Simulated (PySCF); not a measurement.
**SMILES Cc1ccc(C=S)o1, C6H6OS**

Geometry:
```
atom   x (Å)   y (Å)   z (Å)
  C1  -2.610  -0.824   0.060
  C2  -1.300  -0.138   0.085
  C3  -0.941   1.193   0.109
  C4   0.471   1.225   0.124
  C5   0.893  -0.089   0.109
  C6   2.177  -0.708   0.113
  S7   3.615   0.065   0.139
  O8  -0.203  -0.906   0.085
  H9  -2.708  -1.452  -0.839
 H10  -3.424  -0.088   0.064
 H11  -2.726  -1.482   0.936
 H12  -1.626   2.038   0.114
 H13   1.134   2.087   0.144
 H14   2.129  -1.809   0.096
```

Method: TDDFT CAM-B3LYP/aug-cc-pVDZ excited states, vertical, gas phase (PySCF). Geometry: PBE0-D3(BJ)/def2-SVP.

Singlets 6 and 7 lie within 0.01 eV of each other, so their separate moments and overlaps can depend on how they mix.

Give the one- and two-photon strengths of the lowest singlets.

δ for parallel linear polarisation; σ at the peak of a Lorentzian of half width 0.1 eV, single beam; Ω is circular over linear.
```tsv
state	E (eV)	f	photon λ (nm)	δ (au)	σ (GM)	Ω	main
S1	2.25	0.000	1103	0.55	0.00	1.50	HOMO→LUMO 0.97
S2	3.80	0.515	653	825	4.36	0.62	HOMO−1→LUMO 0.97
S3	5.56	0.013	446	1320	14.87	0.76	HOMO−2→LUMO 0.91
S4	5.63	0.001	440	23.4	0.27	1.50	HOMO−1→LUMO+1 0.80, HOMO−1→LUMO+3 0.10
S5	5.78	0.044	429	278	3.40	1.43	HOMO→LUMO+3 0.61, HOMO→LUMO+1 0.20
S6	6.23	0.019	398	385	5.47	0.95	HOMO→LUMO+5 0.31, HOMO→LUMO+2 0.30
```

Among these, the strongest one-photon state is S2, the strongest two-photon state S3, with a dipole change of 4.0 D (relaxed, norm of the difference vector).
